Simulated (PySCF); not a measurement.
**NdH₃: one-bond stretch**

Level of theory: PBE0 in PySCF with Nd lcecp-1-TZVP with ECP49, H def2-TZVP; scalar-relativistic core potentials, no spin–orbit coupling; density-fitted integrals.

Rigid scan from the valence singlet (4f shell in the core) minimum (Nd–H 2.042 Å (×3); H–Nd–H 110.4° (×3)). Coordinate: the bond from Nd to the last atom (H) scaled, the rest fixed. Energies in kJ/mol from the minimum.

```tsv
scale of one bond	E (kJ/mol)	dipole size (D)
0.92	11.4	4.64
0.96	2.6	4.69
1.00	0.0	4.75
1.05	3.4	4.85
1.12	16.8	5.03
1.20	40.1	5.27
1.35	93.3	5.81
1.55	165.4	–
1.80	242.6	–
2.20	329.5	–
```

At long bonds a restricted determinant can lie too high, and another spin state can fall below this curve.

The 4f shell sits in the core potential, so its spin is not counted.

Other isomers or separated fragments may lie lower.

The scan took 8.3 s on 2 threads of a shared Arm Neoverse N1 host; the process peaked at 0.82 GiB. Launch command: `OMP_NUM_THREADS=2 python axn.py task.json out`.
